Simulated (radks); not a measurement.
The numbers below are computed, except where a source is named.
Fractional charge and spin in the 5p shell of iridium: the spin-up occupation runs from 2 to 3 and the spin-down occupation from 2 to 3; the fullest corner is Ir2+, [Kr] 4d10 4f14 5s2 5d(up 3.5, down 3.5) 5p(up 3, down 3). Code: a radial shooting solver on a logarithmic mesh with Libxc functionals. Model: scalar-relativistic Kohn-Sham, r2SCAN, spin-polarised, spherical densities, finite nucleus; meta-GGA in the generalised Kohn-Sham scheme; Fermi nuclear charge, rms radius of each element as measured or else 0.836 A^(1/3) + 0.57 fm. Energy (eV) above the fullest corner. The planes named below are the two flat planes that join the four corners, with an edge along up + down = one added electron.

down \ up,2,2.5,3
2,178.953,128.036,81.097
2.5,128.036,81.449,38.705
3,81.097,38.705,0.000

Corners above the fullest one (they belong to Ir3+ and the next ion): (up 3, down 2) 81.097 eV, (up 2, down 3) 81.097 eV, (up 2, down 2) 178.95 eV. With half an added electron in each spin the energy lies 0.352 eV from the planes, and with half an added electron in spin up alone -1.989 eV. The planes are only a guide here: the flat-plane condition holds for ground states with one frontier orbital, while this shell lies below other occupied shells, so the corners above the fullest one are inner-hole states and not the ground states of those ions.
